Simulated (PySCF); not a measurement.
[FeCl6]4-: Fe(II) (d6), charge -4. The structure is a PBE0-D3(BJ)/def2-SVP, IEF-PCM water geometry optimised for multiplicity 5; coordination octahedral, point group Oh, metal–donor distances 2.59 Å.

Method (PySCF 2.14, density fitting): CASSCF(6,5) with orbitals averaged over all microstates of the shell, strongly contracted NEVPT2 on the averaged canonical orbitals; basis x2c-TZVPall on the metal, x2c-SVPall elsewhere; spin-free X2C; IEF-PCM water; spin-orbit coupling by state interaction with the mean-field operator over all roots.

CASSCF energies above the lowest CASSCF root:

```tsv
state	CASSCF / cm⁻¹
5T2g	0
5Eg	3904
3T1g	19309
3T2g	21005
3T1g	22455
3Eg	24065
3T1g	25169
3T2g	25393
1A1g	26589
3A2g	27616
3T1g	27631
3T2g	27982
3Eg	29138
1T1g	29272
3A1g	31015
3T1g	31745
1T2g	31833
1Eg	33542
1A1g	34354
1T2g	35104
1T1g	35509
3T2g	35842
```

Task: How does dynamic correlation (SC-NEVPT2) move these states?

Result: 
```tsv
state	NEVPT2 / cm⁻¹	shift / cm⁻¹
5T2g	0	0
5Eg	5205	+1302
3T1g	16579	-2730
3T2g	19319	-1686
3T1g	20880	-1575
3Eg	23579	-486
3T1g	22710	-2458
3T2g	23060	-2333
1A1g	22245	-4345
3A2g	25851	-1765
3T1g	26732	-899
3T2g	26226	-1756
3Eg	27798	-1340
1T1g	26276	-2995
3A1g	30144	-871
3T1g	31125	-620
1T2g	30099	-1734
1Eg	31390	-2151
1A1g	32331	-2023
1T2g	33862	-1242
1T1g	33898	-1611
3T2g	32341	-3501
```

The ground state is orbitally degenerate in this regular structure, which would distort (Jahn–Teller). NEVPT2 lifts 5Eg from 3904 to 5205 cm⁻¹; on the d shell alone it tends to overshoot states that fill the eg-type orbitals. Gaps between spin states lean to high spin in this active space.
